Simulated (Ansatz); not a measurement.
# Ligand exchange: C2H8OSi + CH8OSi2 → C2H10OSi2 + CH6OSi

Species: C2H8OSi `CO[SiH2]C`, singlet; CH8OSi2 `CO[SiH2][SiH3]`, singlet; C2H10OSi2 `CO[SiH2]C[SiH3]`, singlet; CH6OSi `CO[SiH3]`, singlet. The partners trade H for SiH3: C–H and Si–SiH3 bonds give way to C–SiH3 and Si–H.

Shapes, held fixed at every level: PBE0-D4/def2-TZVP. Flexible molecules stand in one conformer, not always the lowest. Programs: Ansatz 0.2.0. Electronic energies: no zero-point or thermal term.

| level | kind | ΔE (kJ/mol) | less CCSD(T)/CBS estimate |
| --- | --- | --- | --- |
| r2SCAN-D4/def2-TZVPP | meta-GGA | -3.3 | +5.8 |
| B3LYP-D4/def2-TZVPP | global hybrid | -4.3 | +4.8 |
| wB97X-V/def2-TZVPP | range-separated hybrid | -6.2 | +2.9 |
| B2PLYP/def2-TZVPP | double hybrid | -7.9 | +1.2 |
| MP2/def2-TZVPP | perturbation theory | -16.6 | -7.5 |
| CCSD/def2-TZVPP | coupled cluster or CI | -9.9 | -0.8 |
| CCSD(T)/CBS estimate | coupled cluster or CI | -9.1 | 0.0 |

The highest level, CCSD(T)/CBS estimate, gives ΔE = -9.1 kJ/mol; the levels span -16.6 to -3.3. The column of differences is taken from that level and isn't an error. No measured value is set beside it here. The CBS estimate extrapolates MP2 from def2-TZVPP and def2-QZVPP and adds CCSD(T) − MP2 in the triple-zeta set, cores frozen.
